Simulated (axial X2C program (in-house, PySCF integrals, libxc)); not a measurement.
Which molecule has these constants?

Calculated with an axial X2C code built on PySCF integrals, spin-free (one-electron X2C) or two-component (2c: spin–orbit coupling with atomic mean-field Coulomb and Gaunt terms, which also bring small scalar terms), in Dyall basis sets with cores contracted in-house; open shells are unrestricted.

A two-component PBE0 calculation in a Dyall 3-zeta basis gave Re = 3.959 Å, ωe = 89.4 cm⁻¹, De = 0.51 eV, Ω = 0.

Problem. Which molecule is it?
A. NaBa⁻
B. NaCa⁻
C. NaBe⁻
D. NaMg⁻

Solution. B. The others have NaBe⁻ 3.252 Å and 143.2 cm⁻¹ (Ω = 0); NaBa⁻ 4.214 Å and 78.8 cm⁻¹ (Ω = 0); NaMg⁻ 3.739 Å and 85.2 cm⁻¹ (Ω = 0).

Each entry is the lowest single determinant of a limited PBE0 search at one distance. De goes to single-determinant-based atoms at the same level (for ions the charge split of lowest energy) and is withheld (n/a) where an atom does not fit its ground term or J level. Main or longest-lived isotopes. One determinant is a doubtful description, or other states lie close, for NaCa⁻, NaBe⁻, NaBa⁻, NaMg⁻; these need not be ground states, and all values refer to the states named.
